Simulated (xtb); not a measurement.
Job for xtb: GFN2-xTB on GaH5N2O (SMILES [NH2][Ga]([NH2])[OH]), a point of a torsion scan.

```
$ xtb mol.xyz --gfn 2 --opt vtight --chrg 0 --uhf 0 --input xcontrol
9

N      1.12267971    -1.15292094     0.30609386
Ga     0.05581447     0.31755032    -0.62712913
N     -0.41635501     1.76748802     0.70351035
O      0.89685785     1.00971704    -2.18098048
H      2.12764935    -0.91762157     0.09663534
H      0.79673254    -1.98580653    -0.19611941
H     -1.01689540     1.30409556     1.40424642
H      0.50844460     2.07274577     1.04428113
H      1.86989588     0.91255448    -2.10310235
$constrain
  force constant=1.0
  dihedral: 5,1,2,4,30.0
$end
```

The log:

```
[...]
           -------------------------------------------------
          |                Calculation Setup                |
           -------------------------------------------------



           -------------------------------------------------
          |                 G F N 2 - x T B                 |
           -------------------------------------------------

        Reference                      10.1021/acs.jctc.8b01176
      * Hamiltonian:
        H0-scaling (s, p, d)           1.850000    2.230000    2.230000
        zeta-weighting                 0.500000
      * Dispersion:
        s8                             2.700000
        a1                             0.520000
        a2                             5.000000
        s9                             5.000000
      * Repulsion:
        kExp                           1.500000    1.000000
        rExp                           1.000000
      * Coulomb:
        alpha                          2.000000
        third order                    shell-resolved
        anisotropic                    true
        a3                             3.000000
        a5                             4.000000
        cn-shift                       1.200000
        cn-exp                         4.000000
        max-rad                        5.000000


          ...................................................
          :                      SETUP                      :
          :.................................................:
          :  # basis functions                  27          :
          :  # atomic orbitals                  26          :
          :  # shells                           14          :
          :  # electrons                        24          :
          :  max. iterations                   250          :
          :  Hamiltonian                  GFN2-xTB          :
          :  restarted?                      false          :
          :  GBSA solvation                  false          :
          :  PC potential                    false          :
          :  electronic temp.          300.0000000     K    :
          :  accuracy                    1.0000000          :
          :  -> integral cutoff          0.2500000E+02      :
          :  -> integral neglect         0.1000000E-07      :
          :  -> SCF convergence          0.1000000E-05 Eh   :
          :  -> wf. convergence          0.1000000E-03 e    :
          :  Broyden damping             0.4000000          :
          :  net charge                          0          :
          :  unpaired electrons                  0          :
          ...................................................

 iter      E             dE          RMSdq      gap      omega  full diag
   1    -13.6516534 -0.136517E+02  0.114E+01    1.67       0.0  T
   2    -13.7022845 -0.506311E-01  0.787E+00    2.76       1.0  T
   3    -13.7149957 -0.127112E-01  0.427E+00    1.95       1.0  T
   4    -13.7249681 -0.997241E-02  0.565E-01    2.17       1.0  T
   5    -13.7254074 -0.439300E-03  0.353E-01    2.21       1.0  T
   6    -13.7256134 -0.206035E-03  0.231E-01    2.16       1.0  T
   7    -13.7256395 -0.261190E-04  0.808E-02    2.19       1.0  T
   8    -13.7256581 -0.185472E-04  0.195E-02    2.19       1.7  T
   9    -13.7256583 -0.284238E-06  0.563E-03    2.19       5.9  T
  10    -13.7256584 -0.900724E-07  0.169E-03    2.19      19.7  T
  11    -13.7256585 -0.153402E-07  0.520E-04    2.19      64.1  T
  12    -13.7256585 -0.105447E-08  0.114E-04    2.19     293.6  T

   *** convergence criteria satisfied after 12 iterations ***

         #    Occupation            Energy/Eh            Energy/eV
      -------------------------------------------------------------
         1        2.0000           -0.6619499             -18.0126
       ...           ...                  ...                  ...
         6        2.0000           -0.5180112             -14.0958
         7        2.0000           -0.5143643             -13.9966
         8        2.0000           -0.4534305             -12.3385
         9        2.0000           -0.4517821             -12.2936
        10        2.0000           -0.4385031             -11.9323
        11        2.0000           -0.4069469             -11.0736
        12        2.0000           -0.3986626             -10.8482 (HOMO)
        13                         -0.3181939              -8.6585 (LUMO)
        14                         -0.0643335              -1.7506
        15                         -0.0530925              -1.4447
        16                         -0.0370058              -1.0070
        17                          0.0186340               0.5071
       ...                                ...                  ...
        26                          0.9201219              25.0378
      -------------------------------------------------------------
                  HL-Gap            0.0804687 Eh            2.1897 eV
             Fermi-
[...]
557%)
 iterations                     ...        0 min,  0.001 sec ( 22.593%)
 molecular gradient             ...        0 min,  0.001 sec ( 49.068%)
 printout                       ...        0 min,  0.000 sec (  2.819%)

         :::::::::::::::::::::::::::::::::::::::::::::::::::::
         ::                     SUMMARY                     ::
         :::::::::::::::::::::::::::::::::::::::::::::::::::::
         :: total energy             -13.690599102594 Eh    ::
         :: gradient norm              0.000036573487 Eh/a0 ::
         :: HOMO-LUMO gap              3.891853091714 eV    ::
         ::.................................................::
         :: SCC energy               -13.800020814226 Eh    ::
         :: -> isotropic ES            0.067681128832 Eh    ::
         :: -> anisotropic ES         -0.000592605447 Eh    ::
         :: -> anisotropic XC          0.004259087574 Eh    ::
         :: -> dispersion             -0.003686305630 Eh    ::
         :: repulsion energy           0.109421531255 Eh    ::
         :: add. restraining           0.000000180377 Eh    ::
         :: total charge               0.000000000000 e     ::
         :::::::::::::::::::::::::::::::::::::::::::::::::::::

           -------------------------------------------------
          |                Property Printout                |
           -------------------------------------------------

    * Orbital Energies and Occupations

         #    Occupation            Energy/Eh            Energy/eV
      -------------------------------------------------------------
         1        2.0000           -0.6689555             -18.2032
         2        2.0000           -0.6098610             -16.5952
         3        2.0000           -0.5941419             -16.1674
         4        2.0000           -0.5718932             -15.5620
         5        2.0000           -0.5238608             -14.2550
         6        2.0000           -0.5161895             -14.0462
         7        2.0000           -0.5088530             -13.8466
         8        2.0000           -0.4579610             -12.4618
         9        2.0000           -0.4544540             -12.3663
        10        2.0000           -0.4489993             -12.2179
        11        2.0000           -0.4001814             -10.8895
        12        2.0000           -0.3928658             -10.6904 (HOMO)
        13                         -0.2498428              -6.7986 (LUMO)
        14                         -0.0780703              -2.1244
        15                          0.0366336               0.9969
        16                          0.0439003               1.1946
        17                          0.0726785               1.9777
        18                          0.0810609               2.2058
        19                          0.1025789               2.7913
        20                          0.1528524               4.1593
        21                          0.1639934               4.4625
        22                          0.2178395               5.9277
        23                          0.2347510               6.3879
       ...                                ...                  ...
        26                          1.1762794              32.0082
      -------------------------------------------------------------
                  HL-Gap            0.1430230 Eh            3.8919 eV
             Fermi-level           -0.3213543 Eh           -8.7445 eV

     #   Z          covCN         q      C6AA      α(0)
     1   7 N        2.527    -0.344    28.905     7.984
     2  31 Ga       2.379     0.065   217.122    33.044
     3   7 N        2.527    -0.332    28.587     7.940
     4   8 O        1.563    -0.443    21.770     6.295
     5   1 H        0.861     0.184     1.194     1.711
     6   1 H        0.861     0.178     1.226     1.735
     7   1 H        0.861     0.180     1.212     1.725
     8   1 H        0.862     0.197     1.121     1.658
     9   1 H        0.808     0.317     0.672     1.287

 Mol. C6AA /au·bohr⁶  :       1202.120269
 Mol. C8AA /au·bohr⁸  :      58281.096926
 Mol. α(0) /au        :         63.380826


Wiberg/Mayer (AO) data.
largest (>0.10) Wiberg bond orders for each atom

 ---------------------------------------------------------------------------
     #   Z sym  total        # sym  WBO       # sym  WBO       # sym  WBO
 ---------------------------------------------------------------------------
     1   7 N    3.246 --     2 Ga   1.155     6 H    0.926     5 H    0.917
                             3 N    0.149
     2  31 Ga   3.771 --     4 O    1.232     3 N    1.181     1 N    1.155
     3   7 N    3.254 --     2 Ga   1.181     7 H    0.920     8 H    0.912
                             1 N    0.149
     4   8 O    2.274 --     2 Ga   1.232     9 H    0.857
     5   1 H    0.966 --     1 N    0.917
     6   1 H    0.968 --     1 N    0.926
     7   1 H    0.968 --     3 N    0.920
     8   1 H    0.961 --     3 N    0.912
     9   1 H    0.900 --     4 O    0.857
 ---------------------------------------------------------------------------

Topologies differ in total number of bonds
Writing topology from bond orders to xtbtopo.mol

molecular dipole:
                 x           y           z       tot (Debye)
 q only:        0.272      -0.379       0.428
   full:        0.640      -0.382       0.588       2.412
molecular quadrupole (traceless):
                xx          xy          yy          xz          yz          zz
 q only:       -0.813      -3.811      -0.703      -2.817       2.299       1.516
  q+dip:       -0.984      -4.459      -0.993      -3.422       2.560       1.977
   full:       -0.178      -3.517      -2.424      -2.118       2.936       2.603

           -------------------------------------------------
          |                Geometry Summary                 |
           -------------------------------------------------

      molecular mass/u    :      118.7755812
   center of mass at/Å    :        0.6637194       0.5060328      -0.3672850
  moments of inertia/u·Å² :        0.8041715E+02   0.9335848E+02   0.1727072E+03
rotational constants/cm⁻¹ :        0.2096273E+00   0.1805688E+00   0.9760814E-01

 * 8 selected distances

     #   Z          #   Z                                           value/Å
     1   7 N        2  31 Ga                                      1.8377027 (max)
     2  31 Ga       3   7 N                                       1.8327809
     2  31 Ga       4   8 O                                       1.7393700
     1   7 N        5   1 H                                       1.0134292
     1   7 N        6   1 H                                       1.0109749
     3   7 N        7   1 H                                       1.0135522
     3   7 N        8   1 H                                       1.0148522
     4   8 O        9   1 H                                       0.9545488 (min)

 * 4 distinct bonds (by element types)

   Z      Z             #   av. dist./Å        max./Å        min./Å
   1 H    7 N           4     1.0132021     1.0148522     1.0109749
   1 H    8 O           1     0.9545488     0.9545488     0.9545488
   7 N   31 Ga          2     1.8352418     1.8377027     1.8327809
   8 O   31 Ga          1     1.7393700     1.7393700     1.7393700
Note: The following floating-point exceptions are signalling: IEEE_UNDERFLOW_FLAG IEEE_DENORMAL
normal termination of xtb


optimized geometry written to: xtbopt.xyz


           -------------------------------------------------
          | TOTAL ENERGY              -13.690599102594 Eh   |
          | GRADIENT NORM               0.000036573487 Eh/α |
          | HOMO-LUMO GAP               3.891853091714 eV   |
           -------------------------------------------------

------------------------------------------------------------------------
------------------------------------------------------------------------
 total:
 SCF:
 ANC optimizer:
```

The run finished.

Warnings raised: the energy holds the restraint's term.

Cost: around 0.17 core-seconds (rough).
